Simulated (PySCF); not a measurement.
SMILES C(C#C)[SiH2]N (C3H7NSi), singlet at its GFN2-xTB optimised geometry (Å):

```
12

C      2.3257     0.6121     2.1294
C      1.9244     0.0378     1.1581
C      1.3952    -0.6343     0.0000
Si    -0.5153    -0.6343     0.0000
N     -0.9515     1.0301     0.0000
H      2.7071     1.1059     2.9725
H      1.7676    -1.6598    -0.0175
H      1.7650    -0.1346    -0.8973
H     -0.9867    -1.4310     1.1441
H     -1.0248    -1.1962    -1.2520
H     -0.4310     1.6598     0.5912
H     -1.9244     1.2879    -0.0080
```

Method: PySCF 2.14.0 with PBE/def2-TZVP. Cells within 0.4 Å of a nucleus heavier than hydrogen are left out (blank, or x).

Map of the HOMO amplitude (bohr^(-3/2)) on the plane z = 1.2 Å; orbital energy -5.93 eV, overall sign arbitrary:

```
|666666666666666666666666666|
|666666666666666666666666666|
|666666666666666666666666666|
|666666666666666666666666666|
|666666666666666666666666666|
|666666666666666666666666666|
|666666667777666666666666666|
|666666777777766666566666666|
|666667778888776655556666666|
|666667788998876655556677666|
|666667788998876655456777766|
|666667788998876654446887776|
|6666667788887766542xx988776|
|666666677777776654xxx988776|
|6666666666666666554x8987766|
|666666655555566665567777766|
|666666554333456666666776666|
|666665543202455666666666666|
|666665543102455666666666666|
|666665554323455666666666666|
|666665554444555666666666666|
|666666555555555666666666666|
|666666655555556666666666666|
|666666666555666666666666666|
|666666666666666666666666666|
|666666666666666666666666666|
|666666666666666666666666666|
```
Scale: ten equal steps from -0.147 (start of '0') to 0.084 (end of '9'), in the order '0123456789'; x runs from -4.00 to 4.00, y from -4.00 (bottom) to 4.00 (top).
